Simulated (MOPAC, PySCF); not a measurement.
C2H6FIn, SMILES `[In]([CH3])([CH3])[F]`, neutral singlet in the gas phase. 

Z-matrix (Å, degrees):
```
In
F 1 1.9958
C 1 2.1525 2 107.51
H 3 1.0882 1 111.57 2 -152.33
H 3 1.0882 4 110.29 1 -120.09
H 3 1.0901 4 109.11 5 -119.66
C 1 2.1529 2 107.91 5 -168.89
H 7 1.0877 1 108.03 2 0.75
H 7 1.0894 8 109.90 1 -120.30
H 7 1.0895 8 109.86 9 -119.54
```
Charge 0, multiplicity 1.

All levels are single points at this geometry (B3LYP-D3(BJ)/def2-TZVP); Pople sets use spherical d functions. Orbital energies aren't observables, and empty levels follow the basis.

AM1 in MOPAC gives dipole (D) = 3.09.

Task: Estimate the dipole (D) from each of these levels: B3LYP-D3(BJ)/def2-TZVP in PySCF; B3LYP/6-31G* (LANL2DZ on In) in PySCF; B3LYP/LANL2DZ in PySCF; M06-2X/6-31G* (LANL2DZ on In) in PySCF; PBE/6-31G* (LANL2DZ on In) in PySCF; SVWN5/6-31G* (LANL2DZ on In) in PySCF; HF/6-31G* (LANL2DZ on In) in PySCF; PM7 in MOPAC.

Result: 
```csv
level,dipole (D)
B3LYP-D3(BJ)/def2-TZVP in PySCF,3.76
B3LYP/6-31G* (LANL2DZ on In) in PySCF,3.48
B3LYP/LANL2DZ in PySCF,4.12
M06-2X/6-31G* (LANL2DZ on In) in PySCF,3.68
PBE/6-31G* (LANL2DZ on In) in PySCF,3.25
SVWN5/6-31G* (LANL2DZ on In) in PySCF,3.31
HF/6-31G* (LANL2DZ on In) in PySCF,4.07
PM7 in MOPAC,3.72
```
